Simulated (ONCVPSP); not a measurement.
# Transferability test, ONCV potential for Cl

ONCVPSP 4.0.1 input, shortened (lines: element, Z, core and valence counts, functional; n l f; lmax; l rc ep ncon nbas qcut; lloc lpopt rc5 dvloc0; l nproj debl; icmod fcfact rcfact), PBE, scalar-relativistic:

```
  Cl 17.00    3    2        4      upf
    1    0    2.00
    2    0    2.00
    2    1    6.00
    3    0    2.00
    3    1    4.75
    2
    0    1.30    0.00    5    8    5.20
    1    1.55    0.00    4    8    4.50
    2    1.15    0.35    3    8    9.10
    4    5    0.80    1.00
    0    2    2.50
    1    1    2.60
    2    1    0.90
    3    2.75    1.35
```

Energies are relative to the spin-unpolarised reference configuration 3s2 3p4.75; without spin polarisation the order of configurations can differ from experiment.

```tsv
valence configuration	charge	ΔE all-electron (eV)	error AE − PS (meV)
3s2 3p4	+1	11.410	+1.6
3s2 3p3	+2	36.857	+16
3s2 3p1	+4	127.407	+113
```

Problem. What are ΔE and the potential's error for 3s2 3p5?

Solution. ΔE = -2.465 eV all-electron; the error (AE − PS) is +0.4 meV.
